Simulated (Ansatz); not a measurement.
Basis-set extrapolation for CH₇BSSi (`CBS[SiH3]`) (PBE0-D4/def2-TZVP geometry, frozen core, the Gaussian-basis code of Ansatz). Multiplicity 1, RHF reference.

```json
{"": "HF", "def2-TZVPP": "-753.189775", "def2-QZVPP": "-753.213022"}
{"": "MP2 correlation", "def2-TZVPP": "-0.583956", "def2-QZVPP": "-0.626608"}
{"": "CCSD(T) correlation", "def2-TZVPP": "-0.669815", "def2-QZVPP": "not run"}
```

Energies in hartree. Use E(X) = E(∞) + A·exp(−7.88·√X) for Hartree–Fock and E(X) = E(∞) + B·X^(−2.97) for correlation, with X = 3 and 4, and add CCSD(T) minus MP2 of the smaller set to the MP2 limit.

Question: What is the CCSD(T) energy at the basis-set limit?

Answer: HF limit: -753.213022 + (-0.023247) × 0.13774 = -753.21622. MP2 limit: -0.626608 + (-0.042652) × 0.74074 = -0.65820. Higher-order term: -0.669815 − (-0.583956) = -0.08586. Total: -753.96028 hartree, 2.74 eV below CCSD(T)/def2-TZVPP.
